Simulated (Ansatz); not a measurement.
Consider the homolysis of the H–Si bond: `N[SiH2]O[SiH2]N` → H• + `N[SiH]O[SiH2]N`•.

Program: Ansatz. Geometries: PBE0-D4/def2-TZVP. ΔE: electronic, gas phase. CBS: MP2 limit from def2 TZ/QZ plus the TZ coupled-cluster correction, frozen cores. This one scheme is used for every species, atoms too. No spin–orbit coupling; open shells (•) take unrestricted orbitals. One conformer a species, not always the lowest.

```csv
species,CCSD/def2-TZVPP energy (Eh)
`N[SiH2]O[SiH2]N`,-767.52444
H•,-0.49981
`N[SiH]O[SiH2]N`•,-766.86720
```

Question: Work out ΔE.

Answer: ΔE = (-0.49981) + (-766.86720) − (-767.52444) = 0.15743 Eh = +413.3 kJ/mol. CCSD(T)/CBS gives +418.2 kJ/mol.

Largest T1 diagnostic among the species: 0.013.

In def2-TZVPP, CCSD(T) changes the Hartree–Fock value by +72.0 kJ/mol (the triples alone add −1.6 kJ/mol) and MP2 by +62.7 kJ/mol; breaking electron pairs costs correlation energy, which Hartree–Fock lacks. From PBE to PBE0 (25 % exact exchange), in def2-TZVPP and without D4, ΔE moves by +8.5 kJ/mol.
